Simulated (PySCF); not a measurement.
SMILES C[CH2][Ge]([F])([Br])[CH2]C (C4H10BrFGe), GFN2-xTB optimised geometry.

```
17

C     -0.90    -0.86    -2.96
C     -1.62    -1.53    -1.80
Ge    -0.95    -0.87     0.00
F     -1.37     0.87     0.00
Br     1.37    -0.87     0.00
C     -1.60    -1.52     1.80
C     -1.08    -2.90     2.17
H     -1.02     0.22    -2.91
H      0.17    -1.09    -2.94
H     -1.31    -1.22    -3.90
H     -1.49    -2.61    -1.83
H     -2.68    -1.31    -1.82
H     -1.27    -0.77     2.53
H     -2.69    -1.50     1.78
H     -1.44    -3.65     1.47
H      0.01    -2.92     2.17
H     -1.43    -3.17     3.17
```

Density from PySCF with B3LYP/def2-SVP at that geometry.

Minimum of the electron density along straight lines between bonded atoms, close to the bond critical point (lines longer than 1.1 times the sum of covalent radii, or with two minima, are not listed):

```
bond     length / Å  ρ at the minimum / e bohr⁻³  ∇²ρ there / e bohr⁻⁵  position (fraction from the first atom)
-------  ----------  ---------------------------  --------------------  ---------------------------------------
C1–C2         1.520                        0.243                 -0.55                                     0.49
C2–Ge3        2.025                        0.119                     ?                                     0.53
Ge3–F4        1.793                        0.118                  0.63                                     0.48
Ge3–Br5       2.314                            ?                     ?                                     0.43
Ge3–C6        2.023                        0.119                 -0.02                                     0.47
C6–C7         1.519                        0.244                 -0.56                                     0.51
C1–H8         1.089                        0.278                 -1.03                                     0.63
C1–H9         1.090                        0.278                 -1.03                                     0.63
C1–H10        1.089                        0.276                 -1.01                                     0.62
C2–H11        1.090                        0.276                 -1.00                                     0.63
C2–H12        1.089                        0.276                 -1.00                                     0.63
C6–H13        1.092                        0.275                 -1.01                                     0.63
C6–H14        1.089                        0.276                 -1.00                                     0.63
C7–H15        1.089                        0.277                 -1.01                                     0.62
C7–H16        1.089                        0.278                 -1.03                                     0.63
C7–H17        1.089                        0.277                 -1.02                                     0.63
```

Problem. Fill in the missing entries.

Solution. 
- C2–Ge3, ∇²ρ there / e bohr⁻⁵: -0.03
- Ge3–Br5, ρ at the minimum / e bohr⁻³: 0.088
- Ge3–Br5, ∇²ρ there / e bohr⁻⁵: 0.06
